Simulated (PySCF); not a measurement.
Radial density of Si (silicon, neutral)

UHF, [Ne] 3s2 3p1 3d1, one real determinant (an excited configuration). Computed with PySCF 2.14 in aug-cc-pVDZ-DK (5s4p2d, 27 functions), with the spin-free X2C one-electron Hamiltonian (Gaussian nucleus).

```csv
r (bohr),4πr²ρ (e/bohr),4πr²(ρα − ρβ)
0.00161,0.06457,0.0000
0.00271,0.1735,0.0000
0.00456,0.4472,0.0000
0.00768,1.126,-0.0001
0.0129,2.692,-0.0002
0.0217,5.864,-0.0004
0.0365,10.86,-0.0003
0.0614,15.38,0.0016
0.103,14.41,0.0109
0.174,9.832,0.0367
0.292,12.27,0.0657
0.492,13.48,0.0358
0.827,4.910,0.0117
1.39,1.537,0.2650
2.34,1.399,0.5510
3.94,0.5269,0.4264
6.62,0.06252,0.0617
```

Densities and radii are taken from the X2C orbitals without a picture-change correction, which distorts them close to the nucleus.

⟨L²⟩ = 8.03 against 12 for a pure F term, so this real determinant mixes terms. The outer electron is Rydberg-like, and this basis confines it to a smaller radius and binds it less than a complete one would.
